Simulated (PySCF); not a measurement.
## A small calculation by hand: oscillator strength and radiative lifetime

C2H5FO2Si, SMILES C[Si@H](F)C(=O)O.

Geometry: B3LYP-D3(BJ)/def2-SVP. The structure was generated by enumeration; whether it is a known compound was not checked. One conformer was computed; it need not be the lowest.

TDA-PBE/def2-SVPD in PySCF puts the first singlet state with f over 0.02 at 6.17 eV (vertical), with the transition dipole (0.400, -0.134, -0.187) in atomic units.

Question: Find the oscillator strength, the wavelength and the radiative lifetime that this transition would have in vacuum if emission retraced absorption.

Answer: 
|μ|² = 0.2129 au, so |μ| = 1.17 D. ΔE = 6.17/27.211 = 0.2267 hartree. f = (2/3) ΔE |μ|² = 0.032 (the program prints 0.032).
λ = 1239.84/6.17 = 201 nm; ν = 49764 cm⁻¹.
Einstein's coefficient A = 0.6670 ν² f s⁻¹ (ν in cm⁻¹) = 5.3e7 s⁻¹, so τ = 1/A = 19 ns. This state is S2; the lower singlet has f = 0.006. The figure is the radiative limit of this one transition; relaxation, internal conversion, crossing to triplets and a medium change what is measured.
